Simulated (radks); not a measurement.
These are the eigenvalues of the occupied orbitals of an atom or ion with whole-number occupations (hartree). Method: scalar-relativistic Kohn-Sham, TASK exchange with Perdew-Wang LDA correlation, spin-polarised, spherical densities, finite nucleus; meta-GGA in the generalised Kohn-Sham scheme; Fermi nuclear charge, rms radius of each element as measured or else 0.836 A^(1/3) + 0.57 fm; computed with a radial shooting solver on a logarithmic mesh with Libxc functionals.

| orbital | eigenvalue |
|---|---|
| 1s | -2327.194 |
| 2s | -397.5943 |
| 2p | -349.8248 |
| 3s | -90.73805 |
| 3p | -76.35170 |
| 3d | -59.01280 |
| 4s | -18.53886 |
| 4p | -13.79201 |
| 4d | -7.56050 |
| 5s | -2.72060 |
| 5p | -1.57807 |
| 4f | -0.69179 |
| 6s | -0.40986 |

Which element is it, and in what charge state? The configuration may be excited. Open shells, if any, are filled with parallel spins first.

Answer. Z = 71, lutetium, charge +1: Lu+ in [Xe] 4f14 6s2. The list shows which subshells hold electrons but not how many an open one holds; the 1s level, -2327.2 hartree, gives Z - s = 68.2 by -(Z - s)^2/2, which with screening and relativity narrows Z to a few neighbours, and the depths of the outer levels then fix element, charge and occupations together.
